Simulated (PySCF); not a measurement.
Electron correlation in Ag²⁺ (silver, charge +2)

[Kr] 4d9, 2D determinant. Calculation: PySCF 2.14, in def2-TZVPPD with the def2 core potential (28 electrons) (6s4p3d2f1g, 56 functions); a scalar-relativistic core potential. Frozen: 4s2 4p6; 9 electrons correlated.

```
  level  correlation energy (mhartree)
   CCSD                        -267.32
    (T)                          -6.60
CCSD(T)                        -273.92
```

Diagnostics: T1 = 0.0012, D1 = 0.0028, largest double amplitude 0.027.

Is a single reference adequate?

Yes, within this model without spin-orbit coupling: T1 lies below 0.03 and no double amplitude reaches 0.07.
